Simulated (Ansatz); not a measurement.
Ansatz results at the PBE0-D4/def2-TZVP geometry: LUMO energy (PBE/def2-TZVPP) -1.73 eV; HOMO energy (PBE/def2-TZVPP) -6.16 eV; size of the dipole moment (ωB97M-V/def2-TZVPP) 1.26 D.

Each molecule was computed in one conformer, which needn't be the lowest.

(1) Which molecule gave them?
A. `CC1(F)[SiH2]C1=O`
B. `CB[Si]1(N)C=N1`
C. `S[SiH2][SiH2]CCl`
D. `N[SiH]([SiH3])CCl`

Results:

(1) C. The others give `N[SiH]([SiH3])CCl`: -1.06, -5.94, 3.01; `CC1(F)[SiH2]C1=O`: -2.95, -5.45, 3.55; `CB[Si]1(N)C=N1`: -2.91, -4.95, 2.80.
